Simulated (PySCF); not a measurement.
Geometry:
```json
{"atom": "C1", "x (Å)": "2.980", "y (Å)": "-0.080", "z (Å)": "0.125"}
{"atom": "C2", "x (Å)": "1.771", "y (Å)": "-0.965", "z (Å)": "0.106"}
{"atom": "O3", "x (Å)": "1.668", "y (Å)": "-2.018", "z (Å)": "0.688"}
{"atom": "O4", "x (Å)": "0.774", "y (Å)": "-0.476", "z (Å)": "-0.637"}
{"atom": "Si5", "x (Å)": "-0.659", "y (Å)": "-1.436", "z (Å)": "-0.724"}
{"atom": "C6", "x (Å)": "-1.956", "y (Å)": "-0.363", "z (Å)": "-1.576"}
{"atom": "C7", "x (Å)": "-2.998", "y (Å)": "-0.207", "z (Å)": "-0.497"}
{"atom": "C8", "x (Å)": "-2.804", "y (Å)": "-0.791", "z (Å)": "0.695"}
{"atom": "C9", "x (Å)": "-1.546", "y (Å)": "-1.585", "z (Å)": "0.931"}
{"atom": "H10", "x (Å)": "3.751", "y (Å)": "-0.512", "z (Å)": "0.771"}
{"atom": "H11", "x (Å)": "3.364", "y (Å)": "0.038", "z (Å)": "-0.899"}
{"atom": "H12", "x (Å)": "2.699", "y (Å)": "0.922", "z (Å)": "0.481"}
{"atom": "H13", "x (Å)": "-0.316", "y (Å)": "-2.701", "z (Å)": "-1.426"}
{"atom": "H14", "x (Å)": "-1.538", "y (Å)": "0.610", "z (Å)": "-1.887"}
{"atom": "H15", "x (Å)": "-2.375", "y (Å)": "-0.821", "z (Å)": "-2.488"}
{"atom": "H16", "x (Å)": "-3.903", "y (Å)": "0.380", "z (Å)": "-0.694"}
{"atom": "H17", "x (Å)": "-3.545", "y (Å)": "-0.691", "z (Å)": "1.496"}
{"atom": "H18", "x (Å)": "-0.940", "y (Å)": "-1.175", "z (Å)": "1.757"}
{"atom": "H19", "x (Å)": "-1.754", "y (Å)": "-2.632", "z (Å)": "1.210"}
```

Geometry: PBE0-D3(BJ)/def2-SVP; GIAO absolute shieldings from PySCF 2.14, gas phase, non-relativistic, averaged over equivalent atoms.

At PBE0/pcSseg-1 (210 basis functions, 72 s wall time on 1 thread of an Arm Neoverse N1, shared host):
```json
{"atoms": "C2", "σ (ppm)": "6.0"}
{"atoms": "C7/C8", "σ (ppm)": "44.2"}
{"atoms": "C1", "σ (ppm)": "161.8"}
{"atoms": "C6/C9", "σ (ppm)": "165.7"}
{"atoms": "O3", "σ (ppm)": "-140.8"}
{"atoms": "O4", "σ (ppm)": "106.7"}
{"atoms": "Si5", "σ (ppm)": "325.0"}
{"atoms": "H16/H17", "σ (ppm)": "25.18"}
{"atoms": "H13", "σ (ppm)": "25.87"}
{"atoms": "H10/H11/H12", "σ (ppm)": "29.21"}
{"atoms": "H15/H19", "σ (ppm)": "29.60"}
{"atoms": "H14/H18", "σ (ppm)": "29.63"}
```

Question: Predict the values at PBE/pcSseg-1 on the same geometry.

Answer: 
```csv
atoms,σ at PBE/pcSseg-1,change
C2,5.5,-0.5
C7/C8,41.5,-2.7
C1,158.0,-3.8
C6/C9,159.4,-6.3
O3,-142.4,-1.6
O4,91.3,-15.4
Si5,307.6,-17.4
H16/H17,25.13,-0.05
H13,25.60,-0.27
H10/H11/H12,29.16,-0.05
H15/H19,29.41,-0.19
H14/H18,29.45,-0.18
```

The largest change is at Si5 (silicon bonded to 2 C, O, H, in a 5-membered ring). Cost: 210 basis functions, 89 s wall time on 1 thread of an Arm Neoverse N1, shared host. The order of the carbon signals is the same at both levels.
